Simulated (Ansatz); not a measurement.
System: InF, charge 0, singlet. InF (SMILES [F][In]).
B3LYP-D3(BJ)/def2-TZVP minimum from Ansatz (a program for electronic structure):
```
F
In 1 2.0109
```
Charge 0, spin multiplicity 1.

Total energies in hartree (Ansatz). UHF or UKS for unpaired electrons; spin-orbit terms are left out. Cores are frozen in correlated methods (noble-gas shells, and filled d and f shells in the p block). Past Kr the def2 sets carry scalar-relativistic core potentials. For partners of very few electrons the exact lower level stands in for a higher one. Spin-orbit terms, left out, reach several kcal/mol for Br and I, and more for heavier atoms.

```tsv
species	HF/def2-TZVPP	CCSD(T)/def2-TZVPP	HF/def2-QZVPP	CCSD(T)/def2-QZVPP	CCSDT(Q)/def2-QZVPP
1: InF (SMILES [F][In])	-288.75566	-289.07602	-288.76193	-289.11029	-289.11082
2: In (doublet)	-189.21003	-189.25218	-189.21066	-189.25402	-189.25428
3: F (doublet)	-99.41180	-99.62506	-99.41589	-99.65118	-99.65148
```

### Question
Work out the atomisation energy (electronic, to ground-state atoms) in kcal/mol: take Hartree-Fock from def2-QZVPP, extrapolate the CCSD(T) correlation energy as X^-3 (X = 3, 4), and add CCSDT(Q) - CCSD(T) in def2-QZVPP. 1 hartree = 627.51 kcal/mol.

### Answer

Species 1: correlation (64·(-0.34836) - 27·(-0.32036))/37 = -0.36879; step -0.00053; E1 = -288.76193 + (-0.36879) + (-0.00053) = -289.13125
Species 2: correlation (64·(-0.04336) - 27·(-0.04215))/37 = -0.04424; step -0.00026; E2 = -189.21066 + (-0.04424) + (-0.00026) = -189.25516
Species 3: correlation (64·(-0.23529) - 27·(-0.21326))/37 = -0.25137; step -0.00030; E3 = -99.41589 + (-0.25137) + (-0.00030) = -99.66756
-1·E1 +1·E2 +1·E3 = 0.20853 hartree = 130.9 kcal/mol.
